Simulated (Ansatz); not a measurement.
K₂Na₆⁺, relaxed as a doublet with UKS PBE0/def2-SVP in Ansatz, starting from the GFN1-xTB geometry. Force threshold 0.02 eV/Å.

Another isomer (doublet) lies 0.15 eV lower at PBE0/def2-TZVP; other spin states weren't run for this one.

Start:

Cartesian coordinates in Å:
```
Na -0.5962 1.6747 0.5512
Na -0.6274 1.9533 2.5658
Na -0.7148 0.7143 2.4212
Na 0.5263 -1.6348 -2.3279
Na 0.4461 -1.0600 -5.3373
Na 1.9530 -1.0346 2.3741
K 0.2580 -0.7499 -0.5628
K -1.2450 0.1369 0.3156
```

Estimate the energy that the relaxation releases and the steps that it takes.

33.84 eV, in 45 steps; 6.6 min on 4 threads of Arm Neoverse V1 on a shared host. The force fell under the threshold at step 42, but the optimiser went on. No frequencies were taken in this run, so the end may be a saddle point.

Does the start keep its bonding and symmetry?

Bonds lost: Na2–K7, K7–K8 (atoms count from 1). Bonds formed: Na1–Na5, Na4–Na6, Na5–K7, Na5–K8 (atoms count from 1). Metal–metal contacts that move far: Na6–K7 3.40 to 4.27 Å.

Predict the relaxed structure.


```xyz
8

Na    0.004    2.513   -0.588
Na   -2.004    2.852    2.380
Na    0.786    0.594    2.373
Na    0.012   -2.732   -1.760
Na   -0.349    0.424   -3.433
Na    0.986   -2.875    1.690
K     3.041   -0.193   -0.926
K    -2.476   -0.583    0.265
```
Bond lengths (bridged metal pairs left out): 11 × K–Na 3.86 to 4.39 Å; 7 × Na–Na 3.54 to 3.61 Å.
